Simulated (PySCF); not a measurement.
Al(Me)2(vinyl) (C₄H₉Al), SMILES [CH3][Al]([CH]=C)[CH3].

Geometry optimised at B3LYP-D3(BJ)/def2-SVP. The structure was generated by enumeration; whether it is a known compound was not checked. Other conformers were not sampled.

Vertical ionisation energy (IE) and electron affinity (EA) in eV. Rows of orbital energies are one-electron estimates. Where ΔSCF, EOM or ADC give a negative EA the extra electron is unbound and the value depends on the basis.

```json
[
 {"level": "−ε(HOMO), −ε(LUMO), HF/def2-TZVP (PySCF)", "IE": "10.05", "EA": "-1.96"},
 {"level": "−ε(HOMO), −ε(LUMO), PBE/def2-TZVP (PySCF)", "IE": "6.33", "EA": "1.95"}
]
```
